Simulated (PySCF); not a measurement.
**N (nitrogen, neutral): M06-L calculation**

Configuration: [He] 2s2 2p3, high-spin 4S determinant. Calculation: PySCF 2.14, in def2-SVP (3s2p1d, 14 functions); no relativity, point nucleus.

- Total energy: -54.5354 hartree
- One-electron energy: -73.8658 hartree
- Hartree (Coulomb) energy: 26.1265 hartree
- Exchange-correlation energy: -6.7960 hartree
- Kinetic energy: 54.29365 hartree
- ⟨S²⟩: 3.7589
- ⟨L²⟩: 0.000
- Sum of ⟨r⟩: 7.336 bohr
- Sum of ⟨r²⟩: 11.92 bohr²
- Density at the nucleus (Gaussians lack the cusp): 185 bohr⁻³
- Spin density at the nucleus: 0.992 bohr⁻³
- Langevin diamagnetic susceptibility: -9.44 ×10⁻⁶ cm³/mol
- Time after the integrals: 0.12 s of wall time on 1 thread of Neoverse-V1 (shared host)

```csv
shell,electrons,mean orbital energy (hartree),"rms radius, mean of both spins (bohr)"
1s α,1,-14.28639,0.266
1s β,1,-14.22316,0.266
2s α,1,-0.77940,1.49
2s β,1,-0.54426,1.49
2p α,3,-0.32048,1.56
```
